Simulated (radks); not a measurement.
Numerical settings for the osmium ion Os+, [Xe] 4f14 5d6 6s1. Method: Dirac Kohn-Sham, PBE, spin-unpolarised, spherical densities, point nucleus; open shells are shared between the two j in proportion to 2j + 1; computed with a radial shooting solver on a logarithmic mesh with Libxc functionals. The defaults (mesh step 0.008 in ln r, mesh end at 40 bohr or more with all orbitals vanishing there, Anderson mixing 0.5 over 9 steps, residual threshold near 1e-9 with the energy settled to 1e-9 hartree or 1e-11 of itself, here a cap of 91 iterations) give E = -17281.420 hartree and 6s1/2 at -13.143 eV in 15 iterations. Run on one thread of a shared host, so times are rough (Arm Neoverse V2): 0.18 s of CPU time, 0.18 s wall, 15 iterations on 2648 mesh points. Changes against that run (0 stands for a change within the tolerance of the run):

setting                     iterations  converged  E (mhartree)  e(6s1/2) (meV)  CPU (s)
mesh step in ln r 0.12               4         no      diverged               -     0.01
mesh step in ln r 0.05              15        yes       +0.0238         +0.0165     0.04
mesh step in ln r 0.012             15        yes             0               0     0.12
mesh end (bohr) 20                  15        yes             0               0     0.17
mesh end (bohr) 8                   15        yes        +0.399             +23     0.17
residual threshold 0.001             9        yes      +0.00139           +5.67     0.13
residual threshold 1e-13            22        yes             0               0     0.22
mixing 0.05                         21        yes             0               0     0.23
linear mixing, mixing 1             91         no     +3.58e+05       -7.18e+05      3.8
linear mixing, mixing 0.05          91         no       +0.0166           -45.2     0.88
mixing history 20                   23        yes             0               0     0.23
iteration cap 2                      2         no      +2.3e+03       -9.29e+03     0.04

No run marked as converged misses the energy by more than 1 mhartree. A mesh that ends early acts as a hard wall.
